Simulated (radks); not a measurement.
Zr3+, 37 electrons, occupied as [Kr] 4d1. All-electron calculation, scalar-relativistic Kohn-Sham, SCAN, spin-polarised, spherical densities, finite nucleus; open shells are filled with parallel spins first (spin-orbit coupling, left out, can overturn this in heavy ions); meta-GGA in the generalised Kohn-Sham scheme; Fermi nuclear charge, rms radius 4.2694 fm. Program: a radial shooting solver on a logarithmic mesh with Libxc functionals. Some entries of the table are withheld. Estimate them.

orbital  occ.  eigenvalue (hartree)  <r> (bohr)
1s down     1             -657.5830     0.03707
1s up       1             -657.5827     0.03707
2s up       1             -92.46121      0.1625
2s down     1             -92.45639      0.1625
2p up       3             -82.45394      0.1417
2p down     3             -82.45043      0.1417
3s up       1             -16.19806      0.4572
3s down     1             -16.19609      0.4572
3p up       3             -12.90247      0.4613
3p down     3             -12.90006      0.4613
3d up       5                   (1)      0.4523
3d down     5                   (2)      0.4523
4s up       1              -3.07095       1.208
4s down     1              -3.04075       1.204
4p up       3              -2.22313       1.344
4p down     3              -2.18708       1.336
4d up       1              -1.03786       1.822

Answer. 
(1) 3d up eigenvalue (hartree): -7.52562
(2) 3d down eigenvalue (hartree): -7.52117
